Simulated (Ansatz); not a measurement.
A structure relaxed at r2SCAN-D4/def2-SVP in Ansatz, charge 0, singlet:

```
atom   x (Å)   y (Å)   z (Å)
 Zn1   2.687   2.927   2.940
 Zn2  -3.682  -0.041  -3.173
 Zn3   3.732   0.046   3.126
 Zn4  -1.765   4.707  -0.318
 Zn5   0.569   4.742   1.668
 Zn6   3.373  -2.853   2.171
 Zn7  -0.613  -4.741  -1.620
 Zn8  -2.694  -2.939  -2.963
 Zn9  -3.334   2.848  -2.186
Zn10   1.727  -4.697   0.356
 O11   0.215  -5.381  -0.213
 O12  -3.436   1.667  -3.478
 O13   3.532  -1.665   3.451
 O14   1.430   4.141   3.073
 O15  -3.981  -1.750  -2.918
 O16   3.990   1.757   2.848
 O17   3.266  -4.085   0.929
 O18  -0.284   5.419   0.294
 O19  -1.453  -4.175  -3.052
 O20  -3.279   4.072  -0.933
```

Q: Give its formula.

A: the cluster Zn₁₀O₁₀.

Q: Summarise the bond lengths by kind (pairs closer than 1.2 times the sum of covalent radii, bridged metal pairs left out).

A: 20 × O–Zn 1.75 Å.

Single mean-field runs in def2-SVP are fitted with def2-universal-jkfit. Another isomer (singlet) lies 1.11 eV lower at PBE0-D4/def2-TZVP; other spin states weren't run for this one.
